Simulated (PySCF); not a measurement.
V(O)2(OH) (HO₃V), SMILES [O]=[V](=[O])[OH], multiplicity 1. Atoms are numbered in the order given.

```xyz
5

V     -0.0734     0.2030     0.0000
O     -0.8730    -0.2121     1.2809
O     -0.8730    -0.2121    -1.2809
O      1.6576    -0.0736     0.0000
H      2.3955    -0.6862     0.0000
```
Charge 0, spin multiplicity 1.

Coordinates come from a PBE0-D3(BJ)/def2-SVP optimisation. The geometry has at least one imaginary mode, so it is a saddle point at that level. The multiplicity is an assumed one; other spin states were not compared. Other conformers were not sampled.

These are M06-2X/def2-TZVPD (PySCF) values and carry that method's errors.

Mulliken values depend strongly on the basis, most of all with diffuse functions as here. Atomic charges (e):

| atom | Mulliken | meta-Löwdin |
|---|---|---|
| V1 | 1.99 | 1.51 |
| O2 | -0.69 | -0.53 |
| O3 | -0.69 | -0.53 |
| O4 | -0.95 | -0.82 |
| H5 | 0.34 | 0.37 |
